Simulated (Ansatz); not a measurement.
Species: CH3O2, charge -1, multiplicity 1. It need not be the lowest isomer of its formula. Whether it binds its extra electron was not tested at this geometry. 
Structure (B3LYP-D3(BJ)/def2-TZVP (Ansatz, a quantum-chemistry and plane-wave program) minimum search):
SMILES: [O-]CO
```xyz
6

O     -1.0153     0.5997     0.2384
C     -0.3012    -0.4218    -0.1169
O      1.2010    -0.1174    -0.0969
H     -0.4483    -0.7952    -1.1734
H     -0.3621    -1.3337     0.5480
H      1.1321     0.8016     0.1941
```
Charge -1, spin multiplicity 1.

Basis-set convergence of Hartree-Fock and CCSD(T) correlation energies (hartree) with Ansatz. Cores are frozen in the correlated levels unless marked. No spin-orbit coupling. No relativistic terms.

| basis | functions | E(HF) | E(corr, CCSD(T)) | rough core time |
|---|---|---|---|---|
| aug-cc-pVDZ | 96 | -189.33127 | -0.61134 | under 20 s |
| aug-cc-pVTZ | 207 | (withheld) | (withheld) | 40 s |

Some entries are withheld; supply them.


- aug-cc-pVTZ, E(HF): -189.37615
- aug-cc-pVTZ, E(corr, CCSD(T)): -0.73252
